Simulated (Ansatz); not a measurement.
Computed with B3LYP-D3(BJ)/def2-TZVP (Ansatz, an electronic-structure program). No frequencies were computed at this level.

Ansatz 0.2 input:
```yaml
crystal:
  periodic: [false, false, false]
  atoms:
    - { symbol: N, position_ang: [1.251047, -0.654091, -0.124222] }
    - { symbol: B, position_ang: [-0.000089, -0.000201, -0.000687] }
    - { symbol: N, position_ang: [-1.201837, -0.745242, -0.098479] }
    - { symbol: N, position_ang: [-0.049542, 1.398046, 0.218319] }
    - { symbol: H, position_ang: [1.339596, -1.648571, -0.213489] }
    - { symbol: H, position_ang: [2.126288, -0.187266, 0.018801] }
    - { symbol: H, position_ang: [-1.219587, -1.719719, -0.331683] }
    - { symbol: H, position_ang: [-2.108077, -0.317169, -0.108677] }
    - { symbol: H, position_ang: [0.768767, 1.966022, 0.32629] }
    - { symbol: H, position_ang: [-0.906567, 1.908191, 0.313827] }
basis:
  gaussian: { orbitals: def2-tzvp }
hamiltonian:
  xc: b3lyp
  dispersion: d3bj
relax:
  max_steps: 150
```

Output:

```
Functional definition: B3LYP
898 factors; their error is unknown
mean field evaluation 1: about -5232.0955 eV, gradient 9.9e1 eV
mean field evaluation 2: about -5211.4827 eV, gradient 1.3e2 eV
mean field evaluation 4: about -5249.9492 eV, gradient 3.5e0 eV
mean field evaluation 8: about -5249.9785 eV, gradient 1.5e-2 eV
mean field evaluation 16: about -5249.9817 eV, gradient 3.3e-5 eV
mean field -5249.98172808 eV, -192.9332699416 hartree, gradient 3.3e-5 eV, S^2 0.000000; 0 other end points of the search recorded, 0 dependent functions left out
reference -5249.98196494 eV, -192.9332786460 hartree; 16, 16 occupied and 144, 144 virtual orbitals, 898 factors
relax step   1: F+E_penalty+E_count = -5250.24543243 eV  Δ(F+E_penalty+E_count) = +0.000e0 eV  max|allowed force component| = 4.340e-1 eV/Å  Δτ_max = 0.0000 Å  (26 SCF iters, accepted)
these checks for a lower state are left out or cut short: starts, cluster_reference, orbital_swaps, neighbouring_geometries, increment
898 factors; their error is unknown
mean field -5249.99201394 eV, -192.9336479398 hartree, gradient 1.3e-5 eV, S^2 0.000000; 0 other end points of the search recorded, 0 dependent functions left out
reference -5249.99225142 eV, -192.9336566673 hartree; 16, 16 occupied and 144, 144 virtual orbitals, 898 factors
relax step   2: F+E_penalty+E_count = -5250.25461898 eV  Δ(F+E_penalty+E_count) = -9.187e-3 eV  max|allowed force component| = 1.337e-1 eV/Å  Δτ_max = 0.0107 Å  (29 SCF iters, accepted)
these checks for a lower state are left out or cut short: starts, cluster_reference, orbital_swaps, neighbouring_geometries, increment
898 factors; their error is unknown
mean field -5249.99338127 eV, -192.9336981884 hartree, gradient 1.3e-5 eV, S^2 0.000000; 0 other end points of the search recorded, 0 dependent functions left out
reference -5249.99361903 eV, -192.9337069257 hartree; 16, 16 occupied and 144, 144 virtual orbitals, 898 factors
relax step   3: F+E_penalty+E_count = -5250.25552017 eV  Δ(F+E_penalty+E_count) = -9.012e-4 eV  max|allowed force component| = 2.559e-3 eV/Å  Δτ_max = 0.0044 Å  (31 SCF iters, accepted)
898 factors; their error is unknown
mean field evaluation 32: about -5249.9884 eV, gradient 3.2e-1 eV
mean field -5249.99338127 eV, -192.9336981884 hartree, gradient 1.3e-5 eV, S^2 0.000000; 1 other end points of the search recorded, 0 dependent functions left out
reference -5249.99361903 eV, -192.9337069257 hartree; 16, 16 occupied and 144, 144 virtual orbitals, 898 factors
Total energy: -5250.25575792 eV, -192.9433403524 hartree
Atom 0 at     1.261731    -0.660319    -0.122298 Å, force    -0.002216     0.001563     0.000363 eV/Å
Atom 1 at    -0.000009    -0.000132    -0.000718 Å, force    -0.000952    -0.000625    -0.000282 eV/Å
Atom 2 at    -1.211942    -0.751331    -0.101877 Å, force     0.002127     0.000875     0.000687 eV/Å
Atom 3 at    -0.050170     1.410200     0.220950 Å, force     0.000258    -0.002559    -0.000290 eV/Å
Atom 4 at     1.351591    -1.655652    -0.210541 Å, force     0.000230    -0.001722    -0.000127 eV/Å
Atom 5 at     2.138983    -0.193575     0.016045 Å, force     0.001659     0.000483     0.000001 eV/Å
Atom 6 at    -1.231304    -1.726549    -0.336980 Å, force     0.000039    -0.001277    -0.000585 eV/Å
Atom 7 at    -2.119918    -0.324444    -0.108763 Å, force    -0.001144     0.000667    -0.000095 eV/Å
Atom 8 at     0.768576     1.980651     0.323059 Å, force     0.001225     0.001403     0.000064 eV/Å
Atom 9 at    -0.907540     1.921150     0.321123 Å, force    -0.001227     0.001193     0.000263 eV/Å
Dipole moment:     0.000874     0.003589     0.003564 e Å
```

Cost: around 20 core-seconds (rough).
